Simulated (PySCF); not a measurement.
## Calculated data, CH6B2O, B2H5NO, B2H3O2, B2H5OSi and others

Calculation on a computer-drawn molecule: the log of a Hartree-Fock and frozen-core CCSD(T) single point meant for a local Hartree-Fock minimum, with one planted fault or none, to be diagnosed. Offsets are logged minus clean, where the clean run is the same molecule without the fault. The reference is restricted for singlets and unrestricted otherwise, and also for a bond in bohr or an excited solution. Adding or removing an electron swaps singlet and doublet. The excited solution moves the top pair (singlet) or top alpha electron (doublet) to the lowest empty orbital. Highest occupied and lowest empty are orbital energies over both spins, largest force is the largest gradient component, triples share is (T) over the correlation energy, the T1 limit is 0.02 restricted and 0.045 unrestricted, electrons count all cores, a negative frequency is imaginary (commonest isotopes), and the dipole is about the centre of nuclear charge. Program: PySCF 2.14.0.

Common to all runs: logged SCF converged yes; logged CC converged yes; logged SCF stable within its kind yes; possible faults no fault, one electron removed, one electron added, multiplicity raised by two, geometry at a saddle point, SCF held on an excited solution, minimal basis STO-3G, one bond length entered in bohr, all coordinates scaled.

```json
{"entry": 1, "formula": "CH6B2O", "logged_structure": {"atoms_angstrom": [["B", 1.0254, -1.1036, 0.7331], ["O", -0.0421, -0.263, 0.7767], ["B", -0.2639, 0.8304, -0.022], ["C", -1.559, 1.6976, 0.1716], ["H", 1.9063, -0.9304, -0.0656], ["H", 1.0501, -2.0126, 1.5147], ["H", 0.5556, 1.1031, -0.8625], ["H", -2.2222, 1.3171, 0.9504], ["H", -2.1145, 1.7593, -0.7711], ["H", -1.2781, 2.7281, 0.4194]]}, "given": {"meant_charge": 0, "meant_multiplicity": 1, "meant_basis": "cc-pVDZ", "logged_electrons": 29, "logged_basis_functions": 86, "logged_spin_squared": 0.7731, "logged_highest_occupied [eV]": -18.162, "logged_lowest_empty [eV]": -8.4921, "logged_largest_force [hartree/bohr]": 0.057077, "logged_T1_diagnostic": 0.048527, "logged_D1_diagnostic": 0.29361, "logged_triples_share": 0.029765, "logged_dipole_magnitude [debye]": 2.4157, "logged_energy_HF [hartree]": -165.29622, "logged_energy_CCSD(T) [hartree]": -165.83553, "drawn_bonds_atom": [1, 2, 3, 1, 1, 3, 4, 4, 4], "drawn_bonds_other_atom": [2, 3, 4, 5, 6, 7, 8, 9, 10], "drawn_bonds_order": [1, 1, 1, 1, 1, 1, 1, 1, 1]}, "results": {"planted_fault": "one electron removed", "HF_energy_offset_from_clean_run [kcal/mol]": 242.7, "CCSD(T)_energy_offset_from_clean_run [kcal/mol]": 251.4}, "notes": ["T1 above single-reference limit"]}
{"entry": 2, "formula": "B2H5NO", "logged_structure": {"atoms_angstrom": [["B", -1.3676, -0.2782, -1.3392], ["O", -0.0299, -0.1042, -1.3021], ["B", 0.9185, -1.0212, -0.8796], ["N", 2.259, -0.6524, -0.9165], ["H", -2.0418, 0.6324, -1.7379], ["H", -1.8645, -1.3151, -0.9829], ["H", 0.5929, -2.109, -0.4905], ["H", 2.5585, 0.246, -1.2356], ["H", 2.995, -1.2597, -0.6285]]}, "given": {"meant_charge": 0, "meant_multiplicity": 1, "meant_basis": "cc-pVDZ", "logged_electrons": 30, "logged_basis_functions": 81, "logged_spin_squared": 2.0194, "logged_highest_occupied [eV]": -5.776, "logged_lowest_empty [eV]": -2.255, "logged_largest_force [hartree/bohr]": 0.039469, "logged_T1_diagnostic": 0.027484, "logged_D1_diagnostic": 0.15015, "logged_triples_share": 0.028833, "logged_dipole_magnitude [debye]": 1.6259, "logged_energy_HF [hartree]": -181.50546, "logged_energy_CCSD(T) [hartree]": -182.08612, "drawn_bonds_atom": [1, 2, 3, 1, 1, 3, 4, 4], "drawn_bonds_other_atom": [2, 3, 4, 5, 6, 7, 8, 9], "drawn_bonds_order": [1, 1, 1, 1, 1, 1, 1, 1]}, "results": {"planted_fault": "multiplicity raised by two", "HF_energy_offset_from_clean_run [kcal/mol]": 141.0, "CCSD(T)_energy_offset_from_clean_run [kcal/mol]": 136.0}}
{"entry": 3, "formula": "B2H3O2", "logged_structure": {"atoms_angstrom": [["B", -1.2314, 1.9215, -0.1544], ["O", -0.3031, 1.3552, -0.9063], ["B", 0.2241, -0.0235, -0.7455], ["O", 0.332, -0.6315, 0.3575], ["H", -1.8914, 1.3162, 0.6588], ["H", -1.4633, 3.1112, -0.3132], ["H", 0.5473, -0.4327, -1.8662]]}, "given": {"meant_charge": -1, "meant_multiplicity": 1, "meant_basis": "aug-cc-pVDZ", "logged_electrons": 29, "logged_basis_functions": 119, "logged_spin_squared": 0.7623, "logged_highest_occupied [eV]": -12.073, "logged_lowest_empty [eV]": 0.24353, "logged_largest_force [hartree/bohr]": 0.11496, "logged_T1_diagnostic": 0.028013, "logged_D1_diagnostic": 0.14682, "logged_triples_share": 0.029492, "logged_dipole_magnitude [debye]": 0.93198, "logged_energy_HF [hartree]": -200.92151, "logged_energy_CCSD(T) [hartree]": -201.48945, "drawn_bonds_atom": [1, 2, 3, 1, 1, 3], "drawn_bonds_other_atom": [2, 3, 4, 5, 6, 7], "drawn_bonds_order": [1, 1, 1, 1, 1, 1]}, "results": {"planted_fault": "one electron removed", "HF_energy_offset_from_clean_run [kcal/mol]": 45.71, "CCSD(T)_energy_offset_from_clean_run [kcal/mol]": 83.48}}
{"entry": 4, "formula": "B2H5OSi", "logged_structure": {"atoms_angstrom": [["B", -0.8397, -0.4183, -1.19], ["O", -0.3491, -1.2788, -0.2586], ["B", -0.4712, -1.2729, 1.1033], ["Si", -1.6136, -0.0134, 2.1987], ["H", -0.6491, -0.6776, -2.3434], ["H", -1.4337, 0.5701, -0.8536], ["H", 0.2096, -2.0645, 1.6988], ["H", -1.865, -0.4687, 3.585], ["H", -2.8241, 0.6208, 1.6312]]}, "given": {"meant_charge": 0, "meant_multiplicity": 2, "meant_basis": "cc-pV(D+d)Z", "logged_electrons": 38, "logged_basis_functions": 90, "logged_spin_squared": 0.0, "logged_highest_occupied [eV]": -0.7645, "logged_lowest_empty [eV]": 6.7357, "logged_largest_force [hartree/bohr]": 0.053943, "logged_T1_diagnostic": 0.028153, "logged_D1_diagnostic": 0.11439, "logged_triples_share": 0.032218, "logged_dipole_magnitude [debye]": 4.3919, "logged_energy_HF [hartree]": -416.10079, "logged_energy_CCSD(T) [hartree]": -416.63735, "drawn_bonds_atom": [1, 2, 3, 1, 1, 3, 4, 4], "drawn_bonds_other_atom": [2, 3, 4, 5, 6, 7, 8, 9], "drawn_bonds_order": [1, 1, 1, 1, 1, 1, 1, 1]}, "results": {"planted_fault": "one electron added", "HF_energy_offset_from_clean_run [kcal/mol]": 2.413, "CCSD(T)_energy_offset_from_clean_run [kcal/mol]": -24.11}, "notes": ["T1 above single-reference limit"]}
{"entry": 5, "formula": "CH5BOSi", "logged_structure": {"atoms_angstrom": [["B", -2.21, 1.8079, -0.506], ["O", -1.364, 1.3289, 0.413], ["C", -1.77, 0.7344, 1.6291], ["Si", -1.5666, -1.1707, 1.7936], ["H", -1.7366, 2.2736, -1.5048], ["H", -3.402, 1.7689, -0.3249], ["H", -2.8382, 0.9266, 1.8221], ["H", -1.2323, 1.235, 2.4397], ["H", -1.5267, -1.4615, 0.3095]]}, "given": {"meant_charge": 0, "meant_multiplicity": 1, "meant_basis": "cc-pV(D+d)Z", "logged_electrons": 38, "logged_basis_functions": 29, "logged_spin_squared": 0.0, "logged_highest_occupied [eV]": -6.4943, "logged_lowest_empty [eV]": 5.5991, "logged_largest_force [hartree/bohr]": 0.035103, "logged_T1_diagnostic": 0.019048, "logged_D1_diagnostic": 0.084135, "logged_triples_share": 0.022599, "logged_dipole_magnitude [debye]": 2.0756, "logged_energy_HF [hartree]": -424.10403, "logged_energy_CCSD(T) [hartree]": -424.32614, "drawn_bonds_atom": [1, 2, 3, 1, 1, 3, 3, 4], "drawn_bonds_other_atom": [2, 3, 4, 5, 6, 7, 8, 9], "drawn_bonds_order": [1, 1, 1, 1, 1, 1, 1, 1]}, "results": {"planted_fault": "minimal basis STO-3G", "HF_energy_offset_from_clean_run [kcal/mol]": 3210, "CCSD(T)_energy_offset_from_clean_run [kcal/mol]": 3422}}
{"entry": 6, "formula": "CH5BOSi", "logged_structure": {"atoms_angstrom": [["B", -2.21, 1.8079, -0.506], ["O", -1.364, 1.3289, 0.413], ["C", -1.77, 0.7344, 1.6291], ["Si", -1.5666, -1.1707, 1.7936], ["H", -1.7366, 2.2736, -1.5048], ["H", -3.402, 1.7689, -0.3249], ["H", -2.8382, 0.9266, 1.8221], ["H", -0.7539, 1.6805, 3.161], ["H", -1.5267, -1.4615, 0.3095]]}, "given": {"meant_charge": 0, "meant_multiplicity": 1, "meant_basis": "cc-pV(D+d)Z", "logged_electrons": 38, "logged_basis_functions": 90, "logged_spin_squared": 1.111, "logged_highest_occupied [eV]": -9.4905, "logged_lowest_empty [eV]": 0.56715, "logged_largest_force [hartree/bohr]": 0.029165, "logged_T1_diagnostic": 0.075849, "logged_D1_diagnostic": 0.29712, "logged_triples_share": 0.036883, "logged_dipole_magnitude [debye]": 1.1269, "logged_energy_HF [hartree]": -429.10427, "logged_energy_CCSD(T) [hartree]": -429.65671, "drawn_bonds_atom": [1, 2, 3, 1, 1, 3, 3, 4], "drawn_bonds_other_atom": [2, 3, 4, 5, 6, 7, 8, 9], "drawn_bonds_order": [1, 1, 1, 1, 1, 1, 1, 1]}, "results": {"planted_fault": "one bond length entered in bohr, row 7 of the drawn bonds", "HF_energy_offset_from_clean_run [kcal/mol]": 72.41, "CCSD(T)_energy_offset_from_clean_run [kcal/mol]": 76.68}, "notes": ["T1 above single-reference limit"]}
{"entry": 7, "formula": "B2FH2O", "logged_structure": {"atoms_angstrom": [["B", -0.591, -1.0413, 0.9583], ["O", -2.0751, -1.1866, 1.0469], ["B", -3.3083, -1.3076, 1.1207], ["F", -4.5623, -1.4307, 1.1956], ["H", 0.0162, -2.0261, 1.2792], ["H", -0.2277, 0.0384, 0.5795]]}, "given": {"meant_charge": 1, "meant_multiplicity": 1, "meant_basis": "cc-pVDZ", "logged_electrons": 28, "logged_basis_functions": 66, "logged_spin_squared": 0.0, "logged_highest_occupied [eV]": -19.43, "logged_lowest_empty [eV]": -3.7052, "logged_largest_force [hartree/bohr]": 0.027807, "logged_T1_diagnostic": 0.015486, "logged_D1_diagnostic": 0.045207, "logged_triples_share": 0.02367, "logged_dipole_magnitude [debye]": 1.5425, "logged_energy_HF [hartree]": -224.65992, "logged_energy_CCSD(T) [hartree]": -225.19972, "drawn_bonds_atom": [1, 2, 3, 1, 1], "drawn_bonds_other_atom": [2, 3, 4, 5, 6], "drawn_bonds_order": [1, 1, 1, 1, 1]}, "results": {"planted_fault": "all coordinates scaled, by +1.8 %", "HF_energy_offset_from_clean_run [kcal/mol]": 1.352, "CCSD(T)_energy_offset_from_clean_run [kcal/mol]": -0.813}}
{"entry": 8, "formula": "B2FH2O", "logged_structure": {"atoms_angstrom": [["B", -0.5805, -1.0229, 0.9414], ["O", -2.0384, -1.1656, 1.0284], ["B", -3.2498, -1.2845, 1.1009], ["F", -4.4816, -1.4054, 1.1745], ["H", 0.5465, -2.851, 1.5371], ["H", -0.2237, 0.0377, 0.5693]]}, "given": {"meant_charge": 1, "meant_multiplicity": 1, "meant_basis": "cc-pVDZ", "logged_electrons": 28, "logged_basis_functions": 66, "logged_spin_squared": 0.6876, "logged_highest_occupied [eV]": -16.436, "logged_lowest_empty [eV]": -4.0925, "logged_largest_force [hartree/bohr]": 0.020885, "logged_T1_diagnostic": 0.064415, "logged_D1_diagnostic": 0.29144, "logged_triples_share": 0.02804, "logged_dipole_magnitude [debye]": 1.2104, "logged_energy_HF [hartree]": -224.52897, "logged_energy_CCSD(T) [hartree]": -225.06713, "drawn_bonds_atom": [1, 2, 3, 1, 1], "drawn_bonds_other_atom": [2, 3, 4, 5, 6], "drawn_bonds_order": [1, 1, 1, 1, 1]}, "results": {"planted_fault": "one bond length entered in bohr, row 4 of the drawn bonds", "HF_energy_offset_from_clean_run [kcal/mol]": 83.52, "CCSD(T)_energy_offset_from_clean_run [kcal/mol]": 82.39}, "notes": ["T1 above single-reference limit"]}
{"entry": 9, "formula": "CH5BNO", "logged_structure": {"atoms_angstrom": [["B", -2.8501, -1.4437, 0.1652], ["O", -1.5175, -1.5574, 0.0251], ["C", -0.663, -0.4944, -0.1532], ["N", -0.7608, 1.3919, 1.7074], ["H", -3.3918, -0.3691, 0.1322], ["H", -3.4734, -2.4562, 0.313], ["H", 0.3335, -0.8349, -0.4074], ["H", -1.6341, 1.8897, 1.7082], ["H", -0.0185, 2.0558, 1.5826]]}, "given": {"meant_charge": 0, "meant_multiplicity": 2, "meant_basis": "cc-pVDZ", "logged_electrons": 31, "logged_basis_functions": 81, "logged_spin_squared": 1.3227, "logged_highest_occupied [eV]": -9.989, "logged_lowest_empty [eV]": 2.7644, "logged_largest_force [hartree/bohr]": 0.045945, "logged_T1_diagnostic": 0.034462, "logged_D1_diagnostic": 0.16928, "logged_triples_share": 0.025307, "logged_dipole_magnitude [debye]": 1.6789, "logged_energy_HF [hartree]": -194.64965, "logged_energy_CCSD(T) [hartree]": -195.22744, "drawn_bonds_atom": [1, 2, 3, 1, 1, 3, 4, 4], "drawn_bonds_other_atom": [2, 3, 4, 5, 6, 7, 8, 9], "drawn_bonds_order": [1, 1, 1, 1, 1, 1, 1, 1]}, "results": {"planted_fault": "one bond length entered in bohr, row 3 of the drawn bonds", "HF_energy_offset_from_clean_run [kcal/mol]": 73.62, "CCSD(T)_energy_offset_from_clean_run [kcal/mol]": 94.61}}
{"entry": 10, "formula": "CH6BOSi", "logged_structure": {"atoms_angstrom": [["B", -2.2638, -1.86, -2.5959], ["O", -1.7122, -1.7896, -1.365], ["C", -0.6573, -0.9768, -1.0471], ["Si", -0.0254, -1.0164, 0.7033], ["H", -1.831, -1.1847, -3.4915], ["H", -3.1828, -2.6129, -2.7381], ["H", -0.2727, -0.3718, -1.863], ["H", 0.4507, -2.3719, 1.0631], ["H", -1.0896, -0.6284, 1.6573], ["H", 1.0968, -0.0548, 0.7883]]}, "given": {"meant_charge": 0, "meant_multiplicity": 2, "meant_basis": "cc-pV(D+d)Z", "logged_electrons": 39, "logged_basis_functions": 30, "logged_spin_squared": 0.7673, "logged_highest_occupied [eV]": -7.3657, "logged_lowest_empty [eV]": 7.1446, "logged_largest_force [hartree/bohr]": 0.034657, "logged_T1_diagnostic": 0.02087, "logged_D1_diagnostic": 0.11695, "logged_triples_share": 0.023094, "logged_dipole_magnitude [debye]": 1.3964, "logged_energy_HF [hartree]": -424.71513, "logged_energy_CCSD(T) [hartree]": -424.93348, "drawn_bonds_atom": [1, 2, 3, 1, 1, 3, 4, 4, 4], "drawn_bonds_other_atom": [2, 3, 4, 5, 6, 7, 8, 9, 10], "drawn_bonds_order": [1, 1, 1, 1, 1, 1, 1, 1, 1]}, "results": {"planted_fault": "minimal basis STO-3G", "HF_energy_offset_from_clean_run [kcal/mol]": 3210, "CCSD(T)_energy_offset_from_clean_run [kcal/mol]": 3421}}
```
